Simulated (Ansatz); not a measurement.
System: sum formula AlOF, net charge 0, singlet state. 
Coordinates optimised at B3LYP-D3(BJ)/def2-TZVP (Ansatz, an electronic-structure program):
```xyz
3

Al     0.0000     0.0000    -0.0650
O      0.0000     0.0000    -1.6623
F      0.0000     0.0000     1.5714
```

Basis-set convergence of Hartree-Fock and CCSD correlation energies (hartree) with Ansatz. Valence correlation only, unless marked. No spin-orbit coupling. Non-relativistic.

```tsv
basis	functions	E(HF)	E(corr, CCSD)
aug-cc-pV(D+d)Z	78	-416.28656	-0.47754
aug-cc-pV(T+d)Z	147	-416.34143	-0.57847
aug-cc-pV(Q+d)Z	249	-416.35639	-0.61483
```

Extrapolating the two largest sets (X = 3 and 4) as X^-3: E(corr) = (64·(-0.61483) - 27·(-0.57847))/37 = -0.6414 Eh, an estimate of the basis-set limit. The largest set recovers 95.9 % of it, the smallest 74.5 %.
